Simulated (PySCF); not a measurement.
Species: C₅H₇ClF (doublet state).
Geometry (GFN2-xTB, Å), atoms numbered from 1 in this order:
```
atom  x, y, z in Å
C1     1.8430   -0.2075    0.3791
C2     0.8923   -0.0440   -0.7275
F3     0.8459   -1.1751   -1.5179
C4    -0.4822    0.2074   -0.1161
C5    -1.2840   -1.0083    0.2200
C6    -0.9131    1.4336    0.1536
Cl7   -0.0204    2.8641   -0.1988
H8     2.2046    0.6599    0.8906
H9     2.0475   -1.1862    0.7633
H10    1.1617    0.7893   -1.3916
H11   -2.2521   -0.7320    0.6271
H12   -0.7509   -1.6173    0.9484
H13   -1.4279   -1.6135   -0.6734
H14   -1.8652    1.6291    0.6211
```

The hyperfine couplings belong to this conformer and change with its torsions.

The species is `[CH2][C@@H](F)/C(C)=C\Cl` [radical].

Level of theory: UKS B3LYP, pcH-1 on C Cl F H, non-relativistic, mean-field spin-orbit, GIAO in PySCF 2.14.0. One conformer (not necessarily the lowest) at the GFN2-xTB geometry, without solvent, vibrations or thermal averaging. The geometry wasn't refined by DFT: couplings that depend on bond lengths, twists or pyramidal angles can differ widely from those at the functional's own minimum.

Problem. How many α and β electrons are there, and what is ⟨S²⟩ of the pure spin state?

Solution. Nα = 32, Nβ = 31 (63 in all), and S(S+1) = 0.75 for S = 1/2.

Mulliken spin populations, one withheld:

```
atom           bound to  population
  C1         C2, H8, H9           ?
  C2    C1, F3, C4, H10     -0.0669
  F3                 C2     +0.0037
  C4         C2, C5, C6     +0.0047
  C5  C4, H11, H12, H13     +0.0050
  C6       C4, Cl7, H14     +0.0593
 Cl7                 C6     +0.0071
  H8                 C1     -0.0434
  H9                 C1     -0.0454
 H10                 C2     +0.0233
 H11                 C5     +0.0008
 H12                 C5     +0.0009
 H13                 C5     -0.0008
 H14                 C6     -0.0015
```

Problem. Fill in the missing population.

Solution. The populations add up to Nα − Nβ = 1, and the others sum to -0.0532, so C1 holds +1.053.

Problem. Sum the populations by element and by sign.

Solution. Carbon +1.06, chlorine +0.01, fluorine 0.00, hydrogen -0.07. The positive populations sum to 1.16, the negative ones to -0.16.

Problem. With ⟨S²⟩ = 0.7542, find the sum of squared α–β overlaps and estimate the admixture of higher spin.

Solution. For a single determinant ⟨S²⟩ = S(S+1) + Nβ − Σ|⟨iα|jβ⟩|², so the squared overlaps of occupied orbitals sum to 31 − 0.0042 = 30.9958. If the quartet state (S + 1) were the only admixture, its weight would be 0.0042/(2S + 2) = 0.14 %. For Kohn–Sham this describes the determinant of the orbitals, not the true wave function.

Problem. What Fermi-contact NMR shifts do the couplings of C2, F3, C4, C5, C6, H11/H12/H13, H14 imply at 350 K (Curie law, g = gₑ)?

Solution. δ = a_FC·h·gₑ μB S(S+1)/(3 g_N μN kT), with k/h = 20836.6 MHz/K:

| nuclei | isotope | a_FC (MHz) | g_N | contact shift (ppm) |
| --- | --- | --- | --- | --- |
| C2 | 13C | -32.72 | 1.4048 | -2936 |
| F3 | 19F | 19.64 | 5.2577 | +471 |
| C4 | 13C | 59.34 | 1.4048 | +5324 |
| C5 | 13C | -0.40 | 1.4048 | -36 |
| C6 | 13C | 4.14 | 1.4048 | +372 |
| H11/H12/H13 | 1H | -0.89 | 5.5857 | -20 |
| H14 | 1H | -0.81 | 5.5857 | -18 |

The shifts go as 1/T: at 400 K they are 0.875 times these. Entries for several nuclei are means.

Nuclei that the bonding pattern makes equivalent are averaged, as if the motion that swaps them (rotation, inversion, ring flip) were fast. The three 1H nuclei of mean -0.9 MHz run from -3.2 to 2.1 MHz in the frozen geometry.

The spin density at the nucleus, in bohr⁻³, is negative for C2 (-0.0291) and H8/H9 (-0.0140), for instance. A restricted open-shell determinant has no negative spin density anywhere; here it arises because α and β orbitals differ (spin polarisation).
